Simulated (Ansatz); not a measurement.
**Abstraction of Cl: C2H5ClSi2 + SnCl3 → C2H5Si2 + SnCl4**

Gas-phase species: C2H5ClSi2 `[SiH3]C#C[SiH2]Cl`, singlet; SnCl3 `[Cl][Sn]([Cl])[Cl]`, doublet; C2H5Si2 `[SiH2]C#C[SiH3]`, doublet; SnCl4 `[Cl][Sn]([Cl])([Cl])[Cl]`, singlet. A radical takes Cl: the energy is the difference in strength between the Si–Cl bond broken and the Sn–Cl bond made.

Shapes, held fixed at every level: PBE0-D4/def2-TZVP. Programs: Ansatz 0.2.0. Electronic energies: no zero-point or thermal term.

```json
{"level": "HF/def2-SVP", "kind": "Hartree–Fock", "ΔE (kJ/mol)": "+91.4", "CPU time (sum over the molecules)": "–"}
{"level": "HF/def2-TZVPP", "kind": "Hartree–Fock", "ΔE (kJ/mol)": "+94.4", "CPU time (sum over the molecules)": "–"}
{"level": "SPW92/def2-TZVPP", "kind": "LDA", "ΔE (kJ/mol)": "+115.0", "CPU time (sum over the molecules)": "25 s"}
{"level": "r2SCAN-D4/def2-TZVPP", "kind": "meta-GGA", "ΔE (kJ/mol)": "+105.5", "CPU time (sum over the molecules)": "76 s"}
{"level": "B3LYP-D4/def2-TZVPP", "kind": "global hybrid", "ΔE (kJ/mol)": "+115.7", "CPU time (sum over the molecules)": "76 s"}
{"level": "BHLYP-D4/def2-TZVPP", "kind": "global hybrid", "ΔE (kJ/mol)": "+109.0", "CPU time (sum over the molecules)": "73 s"}
{"level": "B2PLYP/def2-TZVPP", "kind": "double hybrid", "ΔE (kJ/mol)": "+114.7", "CPU time (sum over the molecules)": "94 s"}
```

B2PLYP/def2-TZVPP gives ΔE = +114.7 kJ/mol; the levels span +91.4 to +115.7. The median of the levels is +109.0. No measured value is set beside it here. Spin contamination: C2H5Si2 (⟨S²⟩ up to 0.88). Open shells run unrestricted. For atoms past krypton def2 sets carry core potentials with scalar relativity. Outer-core shells of Sn are correlated, in sets that cover them unevenly. Times are processor times on shared x86 and Arm servers, and rough.
